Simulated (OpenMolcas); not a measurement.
Pt I: effect of the active space

```json
{"Program": "OpenMolcas", "Method": "CASSCF or its RAS form", "Basis": "ANO-RCC-VTZP", "Scalar Hamiltonian": "DKH2, point nucleus", "Spin-orbit coupling": "RASSI with atomic mean-field integrals over the reference wave functions, term energies averaged over their components"}
```

A. 10 electrons in 6 orbitals (5d 6s); 2S+1 = 3 even, 15 roots; 2S+1 = 1 even, 20 roots; cost about 16 core-seconds
B. 10 electrons in 9 orbitals (RAS2 5d 6s; RAS3 6p, at most 2 electrons); 2S+1 = 3 even, 15 roots; 2S+1 = 1 even, 20 roots kept (CI in the orbitals of an earlier block); 2S+1 = 3 odd, 3 roots; 2S+1 = 5 odd, 5 roots kept (CI in the orbitals of an earlier block); 2S+1 = 1 odd, 5 roots kept (CI in the orbitals of an earlier block, 0 in the spin-orbit step); cost roughly 80 core-seconds
C. 10 electrons in 11 orbitals (5d 6s 6d); 2S+1 = 3 even, 15 roots; 2S+1 = 1 even, 11 roots kept (CI in the orbitals of an earlier block); cost about 11 core-minutes

Energies in eV above 5d⁹ 6s ³D₃, the measured ground level; measured values from NIST Handbook of Basic Atomic Spectroscopic Data.

```csv
Level,A,B,C,Measured
5d⁸ 6s² ³F₄,-0.1987,-0.8271,0.5190,0.1021
5d⁹ 6s ³D₃,0.0000,0.0000,0.0000,0.0000
5d⁸ 6s² ³F₃,0.9395,0.3061,1.5898,1.2543
5d⁹ 6s ³D₁,1.3058,1.2937,1.2808,1.2562
```

A puts 5d⁸ 6s² ³F₄ lowest. B puts 5d⁸ 6s² ³F₄ lowest.

Deviations, from unrounded energies. A percentage is the sum of absolute deviations over the sum of measured energies, with the sign that they share, or ± where signs differ.

| Against measurement | Levels | A | B | C |
| --- | --- | --- | --- | --- |
| mean absolute deviation (cm-1) | 3 | 1800 | 5100 | 2100 |
| fine structure of the ground term (%) | 1 | +3.9 | +3.0 | +2.0 |
| other configurations (%) | 2 | -45.4 | -138.4 | +55.5 |

A lies closest to measurement on these levels and B furthest from it. The largest miss of A in the table is 5d⁸ 6s² ³F₃, by -2500 cm-1. The ranking rests on the paired levels alone, and a cruder setting can come out closer through cancelling errors.

Among A to C the level of the table that moves most is 5d⁸ 6s² ³F₄, by 11000 cm-1 (lowest in B, highest in C).

Without dynamic correlation excited terms often stand tens of per cent too high (terms of higher spin than the ground term too low), and those without a measured partner can miss by more than the paired ones. The lowest computed level is not the ground level that NIST lists (3D3) (holds for A; B). Configurations are named by rounded mean occupations; where the s occupation lies near a half they are strongly mixed, a name can repeat and a true partner stay unpaired (holds for A; B). A single d shell beside an s shell can misplace configurations of different d count against each other (holds for A; B). The lowest spin-free term belongs to 5d⁹ 6s, not to the configuration of the lowest level (holds for A). Some high roots are left out of the spin-orbit mixing, which shifts the levels that they would mix with (holds for B). Active for correlation alone: 6d; no level in the range computed is led by a configuration that fills it, so any true level of that kind is missing (holds for C). Computed and measured levels are paired by configuration, term and J; levels that our copy of the source lacks, or whose pairing is in doubt (as where it misses far off the trend of its configuration), stay unpaired and out of the deviations. Levels of configurations outside the active space are missing. Levels that lie high or do not pair safely by name in every column are left out.
